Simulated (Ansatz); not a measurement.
A short molecular-dynamics run on OSc, SMILES `[O]=[Sc]` radical.

```yaml
crystal:
  periodic: [false, false, false]
  atoms:
    - {symbol: O, position_ang: [0.703074, -0.233435, 0.360651]}
    - {symbol: Sc, position_ang: [-0.703074, 0.233435, -0.360651]}
basis:
  gaussian: {orbitals: def2-SVP}
magnetization: {spin_polarized: true, initial_magnetization: 1}
hamiltonian: {xc: {name: BLYP}, dispersion: d3bj}
md: {timestep: 2 fs, n_steps: 50, ensemble: nvt_langevin, temperature: 300, initial_velocities: maxwell_boltzmann, friction: 0.01, seed: 494}
```

```sh
$ ansatz run in.yaml --threads 2 --pin off --events-out ev --progress --plain --max-ram 22528MiB --backend cpu
```

```csv
step,time (fs),potential energy (eV),kinetic (eV),T (K),conserved (eV)
0,0.0,-22743.2054,0.0388,150,–
1,2.0,-22743.2118,0.0487,188,–
2,4.0,-22743.2103,0.0345,134,–
3,6.0,-22743.2042,0.0252,98,–
4,8.0,-22743.1970,0.0170,66,–
5,10.0,-22743.1931,0.0114,44,–
6,12.0,-22743.1957,0.0135,52,–
7,14.0,-22743.2022,0.0175,68,–
8,16.0,-22743.2092,0.0308,119,–
9,18.0,-22743.2121,0.0220,85,–
10,20.0,-22743.2095,0.0189,73,–
11,22.0,-22743.2013,0.0207,80,–
12,24.0,-22743.1904,0.0141,55,–
13,26.0,-22743.1859,0.0071,28,–
14,28.0,-22743.1912,0.0109,42,–
15,30.0,-22743.2014,0.0274,106,–
16,32.0,-22743.2100,0.0390,151,–
17,34.0,-22743.2116,0.0453,175,–
18,36.0,-22743.2037,0.0422,163,–
19,38.0,-22743.1906,0.0369,143,–
20,40.0,-22743.1774,0.0238,92,–
21,42.0,-22743.1735,0.0159,62,–
22,44.0,-22743.1808,0.0183,71,–
23,46.0,-22743.1925,0.0232,90,–
24,48.0,-22743.2064,0.0603,233,–
25,50.0,-22743.2120,0.0580,224,–
26,52.0,-22743.2024,0.0555,215,–
27,54.0,-22743.1851,0.0218,84,–
28,56.0,-22743.1765,0.0204,79,–
29,58.0,-22743.1806,0.0313,121,–
30,60.0,-22743.1924,0.0356,138,–
31,62.0,-22743.2065,0.0619,240,–
32,64.0,-22743.2121,0.0646,250,–
33,66.0,-22743.2062,0.0294,114,–
34,68.0,-22743.1972,0.0255,99,–
35,70.0,-22743.1871,0.0313,121,–
36,72.0,-22743.1799,0.0308,119,–
37,74.0,-22743.1813,0.0386,149,–
38,76.0,-22743.1893,0.0435,168,–
39,78.0,-22743.1995,0.0416,161,–
40,80.0,-22743.2092,0.0597,231,–
41,82.0,-22743.2117,0.0640,248,–
42,84.0,-22743.2039,0.0589,228,–
43,86.0,-22743.1918,0.0573,222,–
44,88.0,-22743.1821,0.0528,204,–
45,90.0,-22743.1782,0.0705,273,–
46,92.0,-22743.1818,0.0622,241,–
47,94.0,-22743.1952,0.0974,377,–
48,96.0,-22743.2084,0.1010,391,–
49,98.0,-22743.2119,0.1149,444,–
50,100.0,-22743.2032,0.1102,426,–
```

Velocities are drawn at the set temperature; a run this short doesn't reach equilibrium.

Frames (Å, forces in eV/Å):

```xyz
2
time=0.0 fs
O     0.703   -0.233    0.361    0.675   -0.224    0.346
Sc   -0.703    0.233   -0.361   -0.675    0.224   -0.346
2
time=2.0 fs
O     0.710   -0.231    0.371    0.153   -0.050    0.079
Sc   -0.705    0.232   -0.364   -0.153    0.050   -0.079
2
time=4.0 fs
O     0.718   -0.229    0.382   -0.341    0.110   -0.179
Sc   -0.707    0.232   -0.367    0.341   -0.110    0.179
2
time=6.0 fs
O     0.724   -0.225    0.391   -0.692    0.221   -0.367
Sc   -0.708    0.231   -0.369    0.692   -0.221    0.367
2
time=8.0 fs
O     0.729   -0.221    0.397   -0.944    0.296   -0.504
Sc   -0.709    0.230   -0.371    0.944   -0.296    0.504
2
time=10.0 fs
O     0.732   -0.217    0.401   -1.053    0.325   -0.564
Sc   -0.710    0.228   -0.372    1.053   -0.325    0.564
2
time=12.0 fs
O     0.731   -0.210    0.402   -0.981    0.297   -0.527
Sc   -0.710    0.226   -0.372    0.981   -0.297    0.527
2
time=14.0 fs
O     0.728   -0.203    0.400   -0.772    0.230   -0.415
Sc   -0.709    0.225   -0.372    0.772   -0.230    0.415
2
time=16.0 fs
O     0.721   -0.195    0.397   -0.426    0.125   -0.229
Sc   -0.709    0.224   -0.371    0.426   -0.125    0.229
2
time=18.0 fs
O     0.713   -0.189    0.395   -0.011    0.003   -0.006
Sc   -0.708    0.223   -0.370    0.011   -0.003    0.006
2
time=20.0 fs
O     0.705   -0.185    0.393    0.419   -0.121    0.226
Sc   -0.706    0.222   -0.369   -0.419    0.121   -0.226
2
time=22.0 fs
O     0.697   -0.182    0.391    0.865   -0.248    0.468
Sc   -0.704    0.220   -0.368   -0.865    0.248   -0.468
2
time=24.0 fs
O     0.692   -0.178    0.391    1.242   -0.352    0.674
Sc   -0.702    0.218   -0.366   -1.242    0.352   -0.674
2
time=26.0 fs
O     0.691   -0.174    0.393    1.370   -0.383    0.746
Sc   -0.701    0.216   -0.364   -1.370    0.383   -0.746
2
time=28.0 fs
O     0.694   -0.172    0.396    1.218   -0.337    0.663
Sc   -0.701    0.214   -0.363   -1.218    0.337   -0.663
2
time=30.0 fs
O     0.701   -0.169    0.401    0.862   -0.234    0.469
Sc   -0.703    0.213   -0.363   -0.862    0.234   -0.469
2
time=32.0 fs
O     0.711   -0.165    0.406    0.377   -0.100    0.205
Sc   -0.705    0.211   -0.363   -0.377    0.100   -0.205
2
time=34.0 fs
O     0.723   -0.162    0.412   -0.187    0.049   -0.102
Sc   -0.708    0.210   -0.364    0.187   -0.049    0.102
2
time=36.0 fs
O     0.736   -0.160    0.416   -0.719    0.184   -0.388
Sc   -0.711    0.209   -0.364    0.719   -0.184    0.388
2
time=38.0 fs
O     0.749   -0.158    0.416   -1.130    0.284   -0.602
Sc   -0.713    0.209   -0.363    1.130   -0.284    0.602
2
time=40.0 fs
O     0.761   -0.156    0.416   -1.420    0.351   -0.748
Sc   -0.714    0.209   -0.361    1.420   -0.351    0.748
2
time=42.0 fs
O     0.768   -0.154    0.414   -1.495    0.365   -0.780
Sc   -0.713    0.208   -0.358    1.495   -0.365    0.780
2
time=44.0 fs
O     0.769   -0.150    0.411   -1.358    0.329   -0.704
Sc   -0.710    0.208   -0.355    1.358   -0.329    0.704
2
time=46.0 fs
O     0.767   -0.146    0.408   -1.092    0.263   -0.562
Sc   -0.707    0.209   -0.351    1.092   -0.263    0.562
2
time=48.0 fs
O     0.760   -0.141    0.403   -0.606    0.145   -0.310
Sc   -0.704    0.210   -0.346    0.606   -0.145    0.310
2
time=50.0 fs
O     0.749   -0.134    0.397    0.091   -0.022    0.047
Sc   -0.700    0.209   -0.341   -0.091    0.022   -0.047
2
time=52.0 fs
O     0.739   -0.128    0.392    0.838   -0.197    0.426
Sc   -0.696    0.209   -0.337   -0.838    0.197   -0.426
2
time=54.0 fs
O     0.732   -0.121    0.390    1.426   -0.332    0.723
Sc   -0.692    0.210   -0.333   -1.426    0.332   -0.723
2
time=56.0 fs
O     0.732   -0.114    0.389    1.652   -0.378    0.834
Sc   -0.690    0.211   -0.329   -1.652    0.378   -0.834
2
time=58.0 fs
O     0.738   -0.107    0.389    1.551   -0.345    0.778
Sc   -0.689    0.211   -0.327   -1.551    0.345   -0.778
2
time=60.0 fs
O     0.748   -0.100    0.392    1.214   -0.263    0.607
Sc   -0.688    0.212   -0.327   -1.214    0.263   -0.607
2
time=62.0 fs
O     0.761   -0.094    0.397    0.634   -0.134    0.317
Sc   -0.689    0.213   -0.328   -0.634    0.134   -0.317
2
time=64.0 fs
O     0.776   -0.088    0.402   -0.075    0.015   -0.037
Sc   -0.691    0.213   -0.331    0.075   -0.015    0.037
2
time=66.0 fs
O     0.788   -0.085    0.407   -0.623    0.125   -0.312
Sc   -0.691    0.213   -0.334    0.623   -0.125    0.312
2
time=68.0 fs
O     0.798   -0.084    0.412   -0.969    0.193   -0.486
Sc   -0.690    0.212   -0.336    0.969   -0.193    0.486
2
time=70.0 fs
O     0.807   -0.082    0.417   -1.238    0.243   -0.625
Sc   -0.688    0.211   -0.337    1.238   -0.243    0.625
2
time=72.0 fs
O     0.815   -0.079    0.421   -1.393    0.269   -0.707
Sc   -0.683    0.211   -0.339    1.393   -0.269    0.707
2
time=74.0 fs
O     0.820   -0.073    0.421   -1.365    0.260   -0.695
Sc   -0.677    0.211   -0.340    1.365   -0.260    0.695
2
time=76.0 fs
O     0.822   -0.066    0.420   -1.185    0.220   -0.604
Sc   -0.671    0.212   -0.341    1.185   -0.220    0.604
2
time=78.0 fs
O     0.821   -0.057    0.419   -0.894    0.162   -0.458
Sc   -0.664    0.212   -0.341    0.894   -0.162    0.458
2
time=80.0 fs
O     0.817   -0.049    0.417   -0.440    0.078   -0.226
Sc   -0.656    0.212   -0.340    0.440   -0.078    0.226
2
time=82.0 fs
O     0.810   -0.040    0.414    0.169   -0.029    0.087
Sc   -0.648    0.212   -0.339   -0.169    0.029   -0.087
2
time=84.0 fs
O     0.804   -0.029    0.412    0.773   -0.129    0.401
Sc   -0.642    0.212   -0.338   -0.773    0.129   -0.401
2
time=86.0 fs
O     0.799   -0.016    0.410    1.234   -0.196    0.644
Sc   -0.636    0.212   -0.339   -1.234    0.196   -0.644
2
time=88.0 fs
O     0.798   -0.003    0.412    1.513   -0.227    0.797
Sc   -0.631    0.212   -0.340   -1.513    0.227   -0.797
2
time=90.0 fs
O     0.799    0.010    0.417    1.612   -0.225    0.859
Sc   -0.626    0.209   -0.342   -1.612    0.225   -0.859
2
time=92.0 fs
O     0.803    0.022    0.425    1.517   -0.196    0.818
Sc   -0.621    0.207   -0.344   -1.517    0.196   -0.818
2
time=94.0 fs
O     0.811    0.033    0.436    1.116   -0.133    0.611
Sc   -0.618    0.203   -0.346   -1.116    0.133   -0.611
2
time=96.0 fs
O     0.823    0.044    0.448    0.507   -0.055    0.282
Sc   -0.616    0.200   -0.350   -0.507    0.055   -0.282
2
time=98.0 fs
O     0.837    0.056    0.457   -0.133    0.013   -0.075
Sc   -0.614    0.197   -0.355    0.133   -0.013    0.075
2
time=100.0 fs
O     0.852    0.069    0.466   -0.747    0.064   -0.421
Sc   -0.613    0.194   -0.359    0.747   -0.064    0.421
```

Hardware: 2 threads of an AMD EPYC 7R13 on a shared host. Wall time 36 s, peak host memory 0.19 GiB.
